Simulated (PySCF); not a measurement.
**`CC(=O)c1ccc[n+]([O-])c1`, C7H7NO2**

Geometry:
```tsv
atom	x (Å)	y (Å)	z (Å)
C1	-2.529	-0.702	0.153
C2	-1.580	0.409	-0.206
O3	-1.974	1.492	-0.572
C4	-0.101	0.153	-0.102
C5	0.783	1.186	-0.429
C6	2.146	0.935	-0.329
C7	2.604	-0.303	0.083
N8	1.741	-1.318	0.405
O9	2.165	-2.433	0.776
C10	0.397	-1.076	0.308
H11	-3.558	-0.344	0.026
H12	-2.364	-1.580	-0.490
H13	-2.378	-1.025	1.194
H14	0.378	2.146	-0.750
H15	2.882	1.704	-0.572
H16	3.653	-0.580	0.187
H17	-0.206	-1.940	0.584
```

The calculation used quadratic response CAM-B3LYP/aug-cc-pVDZ first hyperpolarisability, Taylor convention, gas phase in PySCF. Geometry: PBE0-D3(BJ)/def2-SVP.

Task: Give the tensor of the static β(0;0,0) in the axes of these coordinates.

Result: In au, Taylor convention; rows are the first index (the induced dipole):
```tsv
	xx	yy	zz	xy	xz	yz
x	+234.5	+29.0	-4.4	-40.3	+16.4	-12.6
y	-40.3	-137.2	-26.8	+29.0	-12.6	+34.0
z	+16.4	+34.0	+19.6	-12.6	-4.4	-26.8
```
Norm of βᵢ = ⅓ Σⱼ (βᵢⱼⱼ + βⱼᵢⱼ + βⱼⱼᵢ): 337.3 au, hyper-Rayleigh value 130.9 au.
